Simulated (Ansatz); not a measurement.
The cluster Hf3. The state is a triplet with charge 0. Geometry PBE-D4/def2-TZVP; atoms count from 1.

| atom | x (Å) | y (Å) | z (Å) |
| --- | --- | --- | --- |
| Hf1 | -0.855 | 0.902 | 0.962 |
| Hf2 | 0.774 | 0.649 | -1.205 |
| Hf3 | 0.082 | -1.551 | 0.242 |

In the def2 sets Hf takes a core potential; there is no spin–orbit coupling. The structure comes from a short search, and lower isomers may exist.

**Question.** Estimate the Mulliken populations from the PBE0/def2-TZVP orbitals of Ansatz.

**Answer.** 
| atom | charge (e) | spin (α − β) | d electrons |
| --- | --- | --- | --- |
| Hf1 | 0.00 | 0.67 | 2.32 |
| Hf2 | 0.00 | 0.67 | 2.32 |
| Hf3 | 0.00 | 0.67 | 2.32 |
Mulliken values depend strongly on the basis.

**Question.** Where does the spin sit?

**Answer.** Summed by element: Hf 2.00, of 2 unpaired in all. Largest on single atoms: Hf2 0.67, Hf3 0.67, Hf1 0.67.

**Question.** And the Mayer bond orders between heavy atoms (over 0.3)?

**Answer.** Hf1–Hf2 1.94 (2.72 Å); Hf1–Hf3 1.94 (2.72 Å); Hf2–Hf3 1.94 (2.72 Å).
